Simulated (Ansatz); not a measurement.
Input for Ansatz (an electronic-structure program): R-CAM-B3LYP/def2-TZVPPD on CH6Ge (SMILES [CH3][GeH3]) with ghost functions. Files ending in .json are basis or fitting sets from the Basis Set Exchange.

Ansatz 0.2 input:
```yaml
crystal:
  periodic: [false, false, false]
  atoms:
    - {symbol: C, position_ang: [-0.25341318, 1.63083710, 0.35151952]}
    - {symbol: Ge, position_ang: [0.36107738, -0.22090226, 0.16455308]}
    - {symbol: H, position_ang: [-0.69388115, 1.75868986, 1.33881518]}
    - {symbol: H, position_ang: [-0.99972265, 1.85843719, -0.40893760]}
    - {symbol: H, position_ang: [0.58377618, 2.31873543, 0.23758930]}
    - {symbol: H, position_ang: [1.41222320, -0.56167803, 1.24248981]}
    - {symbol: H, position_ang: [0.99942652, -0.46636205, -1.21691306]}
    - {symbol: H, position_ang: [-0.81507315, -1.20792001, 0.32634282]}
basis:
  gaussian:
    orbitals: def2-TZVPPD.json
    ghost_atoms:
      - {symbol: O, position_ang: [-0.97527621, -0.18889360, 3.33410794]}
      - {symbol: H, position_ang: [-0.06047313, -0.48330339, 3.40089211]}
      - {symbol: H, position_ang: [-1.41539668, -0.86873935, 2.81233372]}
hamiltonian:
  xc: {name: CAM-B3LYP}
scf: {lower_state_search: off}
```

The log:

```
WARN ansatz: RAYON_NUM_THREADS=1 ignored (pool sized by the plan → 1); use --threads N
Functional definition: CAM-B3LYP
these checks for a lower state are left out or cut short: stability, starts, cluster_reference, orbital_swaps, neighbouring_geometries, increment
integrals: 0.25 GiB planned
1228 factors; their error is unknown
integrals: 0.28 GiB planned
410 factors; integrals over basis functions are off by at most 2.9e-5 eV
mean field: 1.87 GiB planned
mean field evaluation 1: about -57652.0667 eV, gradient 4.5e1 eV
mean field evaluation 2: about -57652.0249 eV, gradient 4.4e1 eV
mean field evaluation 4: about -57655.9019 eV, gradient 1.5e0 eV
mean field evaluation 8: about -57655.9045 eV, gradient 3.0e-2 eV
mean field evaluation 16: about -57656.0685 eV, gradient 2.7e-6 eV
mean field -57656.06848483 eV, -2118.8214361308 hartree, gradient 2.7e-6 eV, S^2 0.000000; 0 other end points of the search recorded, 0 dependent functions left out
reference -57656.06861101 eV, -2118.8214407676 hartree; 22, 22 occupied and 245, 245 virtual orbitals, 1228 factors
Total energy: -57656.06861101 eV, -2118.8214407676 hartree
Checks for a lower state left out: stability, starts, cluster_reference, orbital_swaps, neighbouring_geometries, increment
```

Self-consistency was reached.

Cost: around 4 core-seconds (rough).
